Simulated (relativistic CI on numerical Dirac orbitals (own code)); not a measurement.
# Zeeman pattern of Cr II 2855.67 Å at 0.5 T

Problem. The line 3d4 4s 6D_3/2 – 3d4 4p 6F°_5/2 of Cr II lies at 2855.67 Å (air; NIST Handbook). Calculate its Zeeman pattern at B = 0.5 T, seen across the field, in LS coupling, and compare it with the Doppler width at an assumed gas temperature of 400 K.

Working.
1. Landé factors g = 3/2 + [S(S + 1) − L(L + 1)]/[2J(J + 1)]: lower 1.8667, upper 1.3143.
2. The unit is μB B/hc = 0.46686 × 0.5 = 0.2334 cm⁻¹, or 19.0 mÅ at this wavelength. A component is shifted by g_u m_u − g_l m_l units. Seen across the field, the strengths for lower J and m are (J + 1)² − m² (π) and ¼(J + m + 1)(J + m + 2) (σ).
3. π components (Δm = 0), symmetric about zero, as shift (strength, strongest of all = 100): ±0.276 (100), ±0.829 (67).
4. σ components with Δm = +1, mirrored for −1: 0.486 (83), 1.038 (50), 1.590 (25), 2.143 (8).
5. The centre of the σ group lies at ḡ = 0.900 units, 17.1 mÅ from the line centre.
6. The Doppler width is 7.16 × 10⁻⁷ λ √(T/M) = 5.7 mÅ (FWHM, M = 52), so the sum of Gaussians shows separate peaks away from the centre.

Check. A relativistic CI calculation gives g = 1.8682 and 1.3147 for the two levels. The nearest fine-structure partner lies 71 cm⁻¹ away, 303 Zeeman units, so the weak-field formulas hold; hyperfine structure, which matters at weak fields for isotopes with nuclear spin, is neglected.
